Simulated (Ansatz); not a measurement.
Geometry optimisation, RKS r2SCAN-D4/def2-SVP (Ansatz 0.2.0).

input.yaml

```yaml
crystal:
  periodic: [false, false, false]
  atoms:
    - { symbol: C, position_ang: [-1.3917, -0.4379, 2.3263] }
    - { symbol: C, position_ang: [-0.3984, -0.6073, 1.5744] }
    - { symbol: C, position_ang: [0.6267, -0.8155, 0.8354] }
    - { symbol: Si, position_ang: [0.6504, -0.7546, -0.9694] }
    - { symbol: Si, position_ang: [0.3812, 1.4007, -1.7394] }
    - { symbol: H, position_ang: [-2.178, -1.1573, 2.4635] }
    - { symbol: H, position_ang: [-1.5613, 0.5645, 2.8089] }
    - { symbol: H, position_ang: [1.6512, -1.0365, 1.2981] }
    - { symbol: H, position_ang: [-0.558, -1.5732, -1.4148] }
    - { symbol: H, position_ang: [1.8225, -1.3694, -1.4912] }
    - { symbol: H, position_ang: [-0.8824, 2.0436, -1.2038] }
    - { symbol: H, position_ang: [1.5528, 2.2377, -1.2472] }
    - { symbol: H, position_ang: [0.3054, 1.4704, -3.2259] }
basis:
  gaussian: { orbitals: def2-SVP }
hamiltonian:
  xc: r2scan
  dispersion: d4
relax:
  f_tol: 0.015
  max_steps: 40
```

Run as:

```bash
$ ansatz run input.yaml --threads 2 --pin off --max-ram 3072MiB --backend cpu --events-out ev --progress --plain --runs-dir out
```

Question: Where does it end, and by what steps?

Answer: It converged. The force dipped under the threshold on the way, but the program's further checks kept it going. After 29 steps the energy has fallen by 0.462 eV; H6 moved furthest, 0.89 Å.

```json
{"step": "0", "energy less start (eV)": "0.0000", "largest force component (eV/Å)": "3.361", "accepted": "yes"}
{"step": "2", "energy less start (eV)": "-0.4333", "largest force component (eV/Å)": "0.182", "accepted": "yes"}
{"step": "4", "energy less start (eV)": "-0.4364", "largest force component (eV/Å)": "0.333", "accepted": "yes"}
{"step": "6", "energy less start (eV)": "-0.4446", "largest force component (eV/Å)": "0.065", "accepted": "yes"}
{"step": "8", "energy less start (eV)": "-0.4469", "largest force component (eV/Å)": "0.157", "accepted": "yes"}
{"step": "10", "energy less start (eV)": "-0.4486", "largest force component (eV/Å)": "0.179", "accepted": "yes"}
{"step": "12", "energy less start (eV)": "-0.4502", "largest force component (eV/Å)": "0.269", "accepted": "yes"}
{"step": "14", "energy less start (eV)": "-0.4517", "largest force component (eV/Å)": "0.196", "accepted": "yes"}
{"step": "16", "energy less start (eV)": "-0.4567", "largest force component (eV/Å)": "0.095", "accepted": "yes"}
{"step": "18", "energy less start (eV)": "-0.4581", "largest force component (eV/Å)": "0.104", "accepted": "yes"}
{"step": "20", "energy less start (eV)": "-0.4598", "largest force component (eV/Å)": "0.055", "accepted": "yes"}
{"step": "22", "energy less start (eV)": "-0.4608", "largest force component (eV/Å)": "0.118", "accepted": "yes"}
{"step": "24", "energy less start (eV)": "-0.4618", "largest force component (eV/Å)": "0.006", "accepted": "yes"}
{"step": "26", "energy less start (eV)": "-0.4620", "largest force component (eV/Å)": "0.023", "accepted": "yes"}
{"step": "28", "energy less start (eV)": "-0.4620", "largest force component (eV/Å)": "0.027", "accepted": "no"}
{"step": "29", "energy less start (eV)": "-0.4620", "largest force component (eV/Å)": "0.011", "accepted": "yes"}
```

```xyz
13
Properties=species:S:1:pos:R:3
C -1.476 -0.797 2.508
C -0.438 -0.642 1.723
C 0.577 -0.498 0.902
Si 0.395 -0.649 -0.960
Si 0.643 1.471 -1.943
H -1.729 -1.778 2.925
H -2.118 0.050 2.775
H 1.564 -0.251 1.323
H -0.951 -1.214 -1.278
H 1.450 -1.564 -1.503
H -0.448 2.381 -1.476
H 1.957 2.065 -1.543
H 0.594 1.389 -3.437
```

Whether the end is a true minimum wasn't checked by a vibrational analysis.

The run took 120 s on 2 threads of Arm Neoverse V2, on a shared host, peak memory 0.17 GiB.
